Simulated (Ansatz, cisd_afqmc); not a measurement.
Species: SiH2Cl2, charge 0, singlet. SiH2Cl2 (dichlorosilane, SMILES [SiH2](Cl)Cl).
B3LYP-D3(BJ)/def2-TZVP minimum from Ansatz (a quantum-chemistry and plane-wave program):
```
Si
H 1 1.4701
H 1 1.4701 2 112.80
Cl 1 2.0521 2 108.47 3 120.19
Cl 1 2.0521 2 108.47 3 -120.19
```

Atomisation energy term by term, kcal/mol (programs: Ansatz, cisd_afqmc). UHF or UKS for unpaired electrons; spin-orbit terms are left out. Correlated methods leave the cores frozen. Rows without X2C or -DK are non-relativistic. AFQMC/CISD: phaseless, guided by CISD from CCSD amplitudes; bars are statistical, one sigma. Outlying blocks are dropped, and bars are widened where a walk drifts. Over all cases where full CI ran beside it in this data, AFQMC minus full CI had a median of +0.1 mEh and passed +0.4 mEh in a tenth of the cases. CBS(X,Y): correlation extrapolated as X^-3, Hartree-Fock from the larger set (Q,5: extrapolated as (X+1)exp(-9√X)). A bracket is a step between two methods taken in the basis named. 'core' is core correlation in cc-pwCVTZ (1s frozen past Ne), 'X2C' scalar relativity in cc-pVTZ-DK, both at CCSD(T). Where a partner has so few electrons that a lower coupled-cluster level is exact, that level stands in.

```tsv
term	basis	kcal/mol
Hartree-Fock	CBS(cc-pV(Q+d)Z,cc-pV(5+d)Z)	273.44
CCSD correlation	CBS(cc-pV(Q+d)Z,cc-pV(5+d)Z)	78.70
(T)	CBS(cc-pV(Q+d)Z,cc-pV(5+d)Z)	6.06
CCSDT(Q) - CCSD(T)	cc-pV(D+d)Z	0.24
core correlation	cc-pwCVTZ	0.03
scalar relativity	X2C, cc-pVTZ-DK	-1.15
sum: De		357.3
```

The step beyond CCSD(T) by other levels: AFQMC/CISD in cc-pV(D+d)Z 0.54 ± 0.67; AFQMC/CISD in cc-pV(T+d)Z 0.95 ± 0.31 kcal/mol.
